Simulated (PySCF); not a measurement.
C₂H₆N, SMILES C[N]C, multiplicity 2. Geometry optimised at PBE-D3(BJ)/def2-TZVP. The isomer is the one that the SMILES or the coordinates give; other isomers of the formula were not compared.

### Question
Give the equilibrium geometry at PBE-D3(BJ)/def2-TZVP (PySCF confirms it by a frequency run) as Cartesian coordinates in Å, and its point group. (Estimate from the structure and the level; the computed values follow.)

### Answer
point group C2v.
```xyz
9

C      1.1875     0.0000    -0.1683
N      0.0000     0.0000     0.6360
C     -1.1875     0.0000    -0.1683
H      1.2244    -0.8845    -0.8397
H      1.2244     0.8845    -0.8397
H      2.0859     0.0000     0.4633
H     -1.2244    -0.8845    -0.8397
H     -2.0859     0.0000     0.4633
H     -1.2244     0.8845    -0.8397
```
Charge 0, spin multiplicity 2.
